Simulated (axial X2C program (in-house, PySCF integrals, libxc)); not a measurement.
## Spectroscopic constants of CoAs

Computed with an axial X2C code built on PySCF integrals. Spin-free means the one-electron spin-free X2C Hamiltonian; two-component (2c) means X2C with spin–orbit coupling and atomic mean-field two-electron Coulomb and Gaunt terms, so the difference of the two also holds small scalar two-electron terms. Basis: As dyall-cv3z [9s9p6d4f1g], Co dyall-cv3z [9s10p6d3f2g] (cores contracted in-house); Gaussian nuclei, density fitting, unrestricted open shells. Masses: As 74.922 u, Co 58.933 u.

Input file and command:
```json
{
 "zs": [
  33,
  27
 ],
 "q": 0,
 "bas": [
  "dyall-cv3z",
  "dyall-cv3z"
 ],
 "levels": [
  "PBE0",
  "HF",
  "TPSSh"
 ],
 "cc": true,
 "r0": 2.32,
 "thr": -2.0,
 "nmax": 90,
 "npts": 10,
 "nst": 2,
 "ntry": 6
}
```
```bash
python so2c.py task.json out
```

Keys: zs atomic numbers; q charge; bas basis sets; levels methods; cc coupled cluster on or off; r0 starting distance in Å; thr threshold in hartree for freezing inner shells (an s shell follows its p shell); nmax most natural virtual spinors; npts points on the curve; nst determinants followed; ntry starts of the search. HF also brings MP2.

State, spin-free: M_S = 2, Λ = 2 (beyond evenly filled blocks: σα, π+α, π-α, δ+α, δ+β, δ-α); electrons by block: σα: 14, σβ: 13, π+α: 7, π+β: 6, π-α: 7, π-β: 6, δ+α: 2, δ+β: 2, δ-α: 2, δ-β: 1. Fragments: As + Co.

State, 2c: Ω = 4 (⟨Sz⟩ = 2.00, ⟨Lz⟩ = 2.00 at PBE0); electrons by block: 1/2: 20, -1/2: 20, 3/2: 9, -3/2: 8, 5/2: 2, -5/2: 1. Fragments: As + Co.

```tsv
Hamiltonian	level	Re (Å)	ωe (cm⁻¹)	αe (cm⁻¹)	De (eV)	D0 (eV)	μ (D)
spin-free	PBE0	2.213	295.8	0.000517	1.83	1.82	3.53
spin-free	HF	2.435	225.9	0.00036	-1.58	-1.59	5.43
spin-free	MP2	2.213	274.2	0.000548	1.37	1.35	n/a
spin-free	CCSD	2.234	269.1	0.000585	0.737	0.720	n/a
spin-free	CCSD(T)	2.196	295.4	0.000646	n/a	n/a	n/a
spin-free	TPSSh	2.185	308.9	0.000508	2.23	2.21	3.41
2c	PBE0	2.214	295.4	0.000517	n/a	n/a	3.53
2c	HF	2.436	225.7	0.000362	n/a	n/a	5.43
2c	MP2	2.215	274.3	0.000549	n/a	n/a	n/a
2c	CCSD	2.235	268.8	0.000586	n/a	n/a	n/a
2c	CCSD(T)	2.198	294.8	0.000646	n/a	n/a	n/a
2c	TPSSh	2.186	308.6	0.000508	n/a	n/a	3.41
```

Correlated methods: 14 electrons correlated (number of frozen shells: As 3 s, 2 p, 1 d; Co 3 s, 2 p), 284 virtual spin orbitals or spinors in MP2, 90 natural virtuals in coupled cluster.

Dipoles are positive if Co is the positive end.

The state is one determinant whose occupation by symmetry is held fixed; it was picked as the lowest of a PBE0 search that is not exhaustive. De is counted from the lowest determinant-based energies of the atoms at the same level, without counterpoise correction. De is not given where an atomic determinant may have missed its ground term or J level, or where the truncated virtual space spoils (T). Density functionals use the spin component along the axis (collinear). CCSD and (T) use frozen natural virtuals with an MP2 correction for the truncation; (T) itself is uncorrected, so its De runs slightly low. PBE0 can misorder states that lie within some tenths of an eV, so this need not be the ground state of the molecule. The nearest other spin-free determinant of the search, M_S = 2, Λ = 3, lies 0.36 eV up at the distance of the search. The functionals have no current-density term, which raises determinants with orbital currents, atoms included. With several unpaired electrons one determinant need not be a pure state. Open-shell Ω = 0 determinants with evenly filled partner blocks cannot be reached by this program, so the Ω shown need not be the lowest component. Some points did not converge and are left out. The T1 diagnostic is large, a sign of multireference character. The stretched end of a curve changes character and is left out.

Rough cost a point (2c) on 1 thread(s) of a shared host, integrals apart: PBE0 1 s, HF 1 s, CCSD(T) 11 s, TPSSh 1.6 s.

The whole task took 5.3 min on 1 thread of Arm Neoverse V1, with other jobs on the host.
